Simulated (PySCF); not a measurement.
C4H10BN, SMILES C=CB(C)NC. Geometry: PBE-D3(BJ)/def2-SVP. This is a generated structure with no PubChem entry under its InChIKey; it may be hypothetical. One conformer was computed; it need not be the lowest.

Computed with PBE-D3(BJ)/def2-SVP (PySCF).

Harmonic wavenumbers (cm⁻¹): 94, 119, 156, 194, 214, 256, 279, 412, 517, 592, 664, 685, 803, 857, 929, 982, 1019, 1039, 1069, 1102, 1148, 1250, 1274, 1305, 1382, 1389, 1390, 1404, 1416, 1426, 1508, 1634, 2939, 2956, 3002, 3032, 3036, 3048, 3049, 3081, 3133, 3495. Rotational constants (GHz): 3.433, 3.290, 1.778; symmetry number 1.

### Question
Work out the zero-point energy and the ideal-gas rigid-rotor harmonic-oscillator thermochemistry at 298.15 K and 1 atm.

### Answer
ZPE = ½ Σ hcν = ½ × 59276 cm⁻¹ = 354.55 kJ/mol. H − E(el) = 378.89 kJ/mol. Entropy in J/(mol K): translation 163.85, rotation 113.69, vibration 86.07, total 363.61. G − E(el) = 270.48 kJ/mol. Cp = 130.35 J/(mol K). Modes under 150 cm⁻¹ make the vibrational entropy uncertain.
